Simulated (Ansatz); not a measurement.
Cost and result for the atomization energy of CH₅ClOSSi (`CO[SiH](S)Cl`) (10 atoms, 9 bonds).

Z-matrix (Å, degrees):
```
C
O 1 1.414
H 1 1.090 2 107.7
H 1 1.094 2 111.2 3 -119.5
H 1 1.095 2 111.2 3 119.0
Si 2 1.626 1 124.1 3 175.1
Cl 6 2.038 2 104.7 1 -178.7
S 6 2.124 2 112.9 1 -56.6
H 6 1.479 2 112.6 1 62.3
H 8 1.345 6 93.7 2 -60.5
```

The species carries charge 0 and has multiplicity 1. All single points use the PBE0-D4/def2-TZVP geometry. It is one conformer, not always the lowest. Program: Ansatz. Hardware: A = 2 threads of an AMD EPYC 7R13 on a shared host; B = 2 threads of an AMD EPYC 7R13 on a shared host and a share of an NVIDIA H100 80 GB. Times are those of one run each, without the atoms' runs, and a repeat can differ threefold. Electronic energies, without spin–orbit coupling; frozen cores. CCSD(T)/CBS adds CCSD(T) − MP2 in def2-TZVPP to the MP2 limit, and its time is that of the two runs behind it. T1 = 0.011. B3LYP takes the VWN-RPA correlation (the form of Gaussian; ORCA's B3LYP/G). HSE06 is the plane-wave form, built on full-range PBE exchange.

CCSD(T)/CBS is a level of theory with its own doubt, some kJ/mol a heavy atom from the limit and from the frozen cores, so smaller differences don't rank the functionals.

| level | functions | wall time | atomization (kcal/mol) | difference from CCSD(T)/CBS | per bond |
| --- | --- | --- | --- | --- | --- |
| LDA (SPW92)/def2-TZVPP [A] | 258 | 2.9 s | 967.4 | 118.0 | 13.1 |
| revPBE-D4/def2-TZVPP [A] | 258 | 4.3 s | 837.5 | -11.9 | -1.3 |
| HSE06-D4/def2-TZVPP [A] | 258 | 7 s | 845.3 | -4.1 | -0.4 |
| CCSD(T)/def2-SVP [A] | 107 | 8 s | 784.8 | -64.6 | -7.2 |
| BHLYP-D4/def2-TZVPP [A] | 258 | 9 s | 821.1 | -28.3 | -3.1 |
| r2SCAN-D4/def2-TZVPP (with forces) [A] | 258 | 9.5 s | 850.6 | 1.2 | 0.1 |
| r2SCANh-D4/def2-TZVPP [A] | 258 | 11 s | 845.2 | -4.2 | -0.5 |
| PBE-QIDH/def2-TZVPP [A] | 258 | 11 s | 840.8 | -8.6 | -1.0 |
| B3LYP-D4/def2-TZVPP (with forces) [A] | 258 | 13 s | 842.4 | -7.0 | -0.8 |
| CCSD(T)/def2-TZVPP [B] | 258 | 15 s | 823.5 | -25.9 | -2.9 |
| B2PLYP/def2-TZVPP [A] | 258 | 15 s | 834.1 | -15.3 | -1.7 |
| MP2/def2-QZVPP [B] | 474 | 21 s | 855.2 | 5.8 | 0.6 |
| CCSD(T)/CBS(def2) | – | 36 s | 849.4 | 0.0 | 0.0 |

At CCSD(T), def2-SVP lies −64.6 kcal/mol from the extrapolated value and def2-TZVPP −25.9 kcal/mol: correlation converges slowly with the basis, and small sets miss more of it in the bonded molecule than in its fragments. From r2SCAN to r2SCAN0 (25 % exact exchange), in def2-TZVPP and without D4, the atomization energy moves by −13.5 kcal/mol: exact exchange takes away binding that semilocal exchange gives to molecules. The D4 term adds +10.2 kcal/mol with B3LYP and +5.4 kcal/mol with PBE0; it sums over pairs of atoms, weighted by their polarisabilities, and B3LYP, whose exchange is more repulsive, gets the larger term.
